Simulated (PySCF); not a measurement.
## Assigning NMR signals

Atom-mapped SMILES (the numbers label the heavy atoms): `[O:1]=[C:2]([F:3])[c:4]1[cH:5][cH:6][cH:7][cH:8][c:9]1[C:10]([F:11])([F:12])[F:13]`; H(Xn) means a hydrogen on atom n.

[PySCF 2.14: geometry: GFN2-xTB; shielding tensors at PBE0/pcSseg-1 (GIAO); relativity neglected; one computed conformer; equivalent nuclei averaged; in vacuum]

Referencing at the same level of theory: ¹³C (σref 186.93) and ¹H (σref 31.72) vs TMS.

(1) Assign these signals to the numbered atoms. ¹³C{¹H} NMR (computed): δ 160.6 (C), 141.7 (C), 141.5 (CH), 141.3 (CH), 137.7 (CH), 133.7 (CH), 132.1 (C), 128.1 (C).

(2) Assign these signals to the numbered atoms. ¹H NMR (400 MHz, computed): δ 8.74 (m, 1H), 8.31 (m, 1H), 8.10 (m, 1H), 8.02 (m, 1H).

Results:

(1) 
```tsv
δ (ppm)	atoms	environment	reason
160.6	C2	carbonyl carbon	–
141.7	C9	substituted aromatic carbon	–
141.5	C5	aromatic CH	–
141.3	C7	aromatic CH	–
137.7	C6	aromatic CH	the aromatic region
133.7	C8	aromatic CH	–
132.1	C10	CF3 carbon	3 electronegative neighbours deshield it
128.1	C4	substituted aromatic carbon	–
```

C9 and C5; C5 and C7; C8 and C10 lie closer than the usual error of such a calculation, so a measured spectrum could show them in the other order.

(2) 
```tsv
δ (ppm)	atoms	environment	reason
8.74	H(C5)	hydrogen on an aromatic CH	ring current plus the deshielding of an ortho carbonyl group
8.31	H(C8)	hydrogen on an aromatic CH	–
8.10	H(C7)	hydrogen on an aromatic CH	–
8.02	H(C6)	hydrogen on an aromatic CH	–
```

H(C7) and H(C6) lie closer than the usual error of such a calculation, so a measured spectrum could show them in the other order.

Splittings by ¹⁹F in the carbon and heteronuclear signals aren't shown, as no couplings were computed. Shifts are as computed. Against solution values, carbons near 30 ppm lie about +3 ppm off and those near 130 ppm about +5 ppm. Of 1211 compounds with measured shifts, 218 miss one by over three times the rms of a fit or turn the order of signals round; such compounds aren't used in these exercises. No couplings were computed; multiplicities are counted from neighbouring protons, with m where these are inequivalent, close in shift, in a saturated or five-membered ring or joined by F or P, and br s for small geminal =CH2 splittings.
